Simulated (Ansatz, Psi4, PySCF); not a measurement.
FO, doublet, at a GFN2-xTB geometry, atoms displaced at random by about 0.08 Å a coordinate. Base run: B3LYP/6-31G, gradient in PySCF.

Input for PySCF:
```python
from pyscf import gto, scf, dft

mol = gto.Mole()
mol.atom = '''
    O     0.044415    0.039569   -0.766295
    F     0.071628   -0.013545    0.498308
'''
mol.basis = '6-31g'
mol.charge = 0
mol.spin = 1
mol.verbose = 4
mol.build()

mf = dft.UKS(mol)
mf.xc = 'b3lyp'
mf.kernel()
g = mf.nuc_grad_method()
grad = g.kernel()
```

Programs used: Ansatz (a quantum-chemistry and plane-wave program), Psi4, PySCF; a row that names a program was run with it.

The coordinate followed is z of atom 2.

Each row names what was changed in the base input (with any setting that the change needs).

```tsv
change	dE/dx (Eh/bohr)	net force (Eh/bohr)
base	-0.153950	0.000005
grids.level = 5; grid_response = off	-0.153946	0.000000
finite difference step (bohr) = 0.2; conv_tol = 1e-11	-0.168986	-
conv_tol = 1e-11	-0.153949	0.000005
grid_response = on	-0.153949	0.000000
code = ansatz	-0.153950	0.000000
grids.level = 5; grid_response = on	-0.153947	0.000000
finite difference step (bohr) = 1e-3; conv_tol = 1e-11	-0.153948	-
finite difference step (bohr) = 1e-4; conv_tol = 1e-11	-0.153948	-
code = psi4	-0.153971	0.000007
grids.level = 1; grid_response = on	-0.153932	0.000000
conv_tol = 1e-6	-0.153952	0.000005
```

The net force is zero for an exact gradient.

Open shells are given as the SCF converged; they aren't shown to be the lowest states, and a large step between rows can be another state.
